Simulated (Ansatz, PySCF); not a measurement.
The Ansatz (a program for electronic structure) input:
Ansatz 0.2 input:
```yaml
crystal:
  periodic: [false, false, false]
  atoms:
    - {symbol: C, position_ang: [-0.11782134, 0.97244023, 0.00402460]}
    - {symbol: C, position_ang: [1.20949826, 1.06784053, 0.01132795]}
    - {symbol: Cl, position_ang: [-0.59700984, -0.85895942, -0.00717248]}
    - {symbol: H, position_ang: [1.97685805, 0.28124257, 0.01154024]}
    - {symbol: H, position_ang: [1.62224777, 2.07938296, 0.01827654]}
basis:
  gaussian:
    orbitals: cc-pVDZ
hamiltonian:
  xc: {name: wB97X}
total_charge: -1
accuracy: high
```

Write the same job for PySCF.

One answer among several that fit: 
```python
from pyscf import gto, scf, dft

mol = gto.M(
    atom='''
C    -0.11782134    0.97244023    0.00402460
C     1.20949826    1.06784053    0.01132795
Cl   -0.59700984   -0.85895942   -0.00717248
H     1.97685805    0.28124257    0.01154024
H     1.62224777    2.07938296    0.01827654
''',
    basis='cc-pvdz',
    charge=-1,
    verbose=4,
)

mf = dft.RKS(mol)
mf.xc = 'wb97x'
mf.grids.atom_grid = (99, 590)
mf.grids.prune = None
mf.kernel()
```

Both were run: Ansatz gave -537.533861 Eh and PySCF -537.533861 Eh, 0.000 mEh apart.
